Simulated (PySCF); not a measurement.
Gas-phase reaction: 2 InF + 2 BrCl = 2 InBr + F2 + 2 Cl. Level: M06-2X/def2-TZVP†; standard pressure 1 bar.

Energies from PySCF, thermal terms from the rigid-rotor harmonic-oscillator model, ideal gas at 1 bar. † marks an energy on the PBE0/def2-TZVP geometry and frequencies. Open shells (unrestricted): Cl (multiplicity 2, electronic degeneracy 6); the rest are closed-shell singlets. Spin-orbit splitting is ignored; it lowers the true energy and changes the entropy of Cl. In: scalar-relativistic def2 core potential, no spin-orbit coupling. Br: all electrons, no relativistic terms. The harmonic model lacks anharmonicity and excited electronic states, which grow with temperature; levels with a mode under 35 cm⁻¹ are left out.

```tsv
T (K)	1000/T (1/K)	log10 K
800	1.2500	-31.64
1000	1.0000	?
1200	0.8333	-19.15
1400	0.7143	-15.57
1600	0.6250	-12.89
1800	0.5556	-10.79
```

**Question.** Fit log10 K = a + b·(1000/T) to the five rows, get the mean ΔH° and ΔS°, and predict log10 K at 1000 K.

**Answer.** Means: 1000/T = 0.7956, log10 K = -18.008. Sums of products about the means: Sxy = -9.04109, Sxx = 0.301215, so b = Sxy/Sxx = -30.02 and a = -18.008 − (-30.02)×0.7956 = 5.88.
ΔH° = −R ln 10 × 1000 K × b = −19.145 × (-30.02) = 575 kJ; ΔS° = R ln 10 × a = 113 J/K. The run's own values go from 573 kJ and 111 J/K at 800 K to 577 kJ and 114 J/K at 1800 K.
Prediction at 1000 K: 5.88 + (-30.02)×1.0000 = -24.14. The computed value is -24.15, 0.01 from the line.
For scale, ΔH°(298 K) is 571 kJ at this level, 574 kJ at ωB97M-V/def2-TZVP†, and runs from 395 to 709 kJ over the 18 levels computed.
